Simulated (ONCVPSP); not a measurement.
# bismuth: one change to an ONCV potential, before and after

```
Element                 : Bi
Generator               : ONCVPSP 4.0.1
Type                    : optimised norm-conserving Vanderbilt (ONCV)
Functional              : PBE
Relativity              : scalar-relativistic
Frozen core             : [Xe] 4f14 5d10
Valence charge          : 5
Reference configuration : 6s2 6p2.5 (charge +0.5)
Partial waves           : 6s: rc 1.60 bohr, ncon 4, nbas 7, qcut 3.8 1/bohr, 2 projectors, debl 1 Ha; 6p: rc 2.50 bohr, ncon 4, nbas 9, qcut 2.8 1/bohr, 1 projector; d scattering state at 0.04 Ha: rc 2.30 bohr, ncon 4, nbas 8, qcut 4.2 1/bohr, 1 projector
Local potential         : polynomial inside 1.20 bohr (lpopt 5, dvloc0 3 Ha)
Core correction         : Teter function, fcfact 2.5, rcfact 1.25
```

All-electron outer shells of the reference configuration (PBE, scalar-relativistic, ld1.x):

```tsv
shell	level (eV)	outermost node (bohr)	outermost maximum (bohr)
5p	-99.74	0.48	0.86
5d	-30.95	0.51	1.03
6s	-18.15	0.98	1.86
6p	-7.87	1.14	2.41
```

Change: local potential polynomial inside 1.20 bohr (lpopt 5, dvloc0 9.5 Ha).

Cutoffs: the cutoffs (Ha) at which the residual kinetic energy of the hardest occupied pseudo-wave falls to 1 and 0.1 mHa per electron; they do not see the model core or the augmentation charge, which bear on the density cutoff. Errors are all-electron minus pseudo energies relative to the spin-unpolarised reference configuration.

Q: What does the change do?

A: The potential gets neither clearly harder nor softer (43 Ha and 54 Ha → 43 Ha and 54 Ha); the bound ghosts move from d, p, s to s; the lowest positive-energy flag moves from none to p at 7.0 eV; of the 4 tests that both files solve, the error grows in 1 and shrinks in 2 by more than 15 % and 0.3 meV (median size 13.2 → 3.2 meV); the range in which the p phases agree narrows (upper end 1.4 → 0.1). In the separable form a ghost depends on how the local part lies against the semilocal potential of the channel, so the choice of the local part can create or remove one.

| quantity | base | changed |
| --- | --- | --- |
| cutoff, loose | 43 Ha | 43 Ha |
| cutoff, tight | 54 Ha | 54 Ha |
| bound ghosts | s, p, d | s |
| GHOST(+) flags under 300 eV | none | p at 7.0 eV, d at 9.9 eV |
| error for 6s2 6p3, meV [ΔE -3.10 eV] | +1.6 | +3.4 |
| error for 6s2 6p2, meV [ΔE 4.82 eV] | -2.9 | -0.5 |
| error for 6s2 6p1, meV [ΔE 20.06 eV] | -24 | -3.1 |
| error for 6s2 6p0, meV [ΔE 43.41 eV] | -72 | -73 |
| s: phases at 1.62 bohr within 0.05 rad from the reference energy up to (Ha; the scan ends near 5) | to the end of the scan | to the end of the scan |
| p: phases at 2.54 bohr within 0.05 rad from the reference energy up to (Ha; the scan ends near 5) | 1.4 | 0.1 |
| d: phases at 2.33 bohr within 0.05 rad from the reference energy up to (Ha; the scan ends near 5) | 0.3 | 0.2 |
| rms error of d²Exc/dni dnj with the model core, mHa | 4.39 | 4.39 |

 A true bound ghost makes a file unfit for plane-wave use even where its test errors are small: the radial tests pick states by their node count and pass the ghost by.
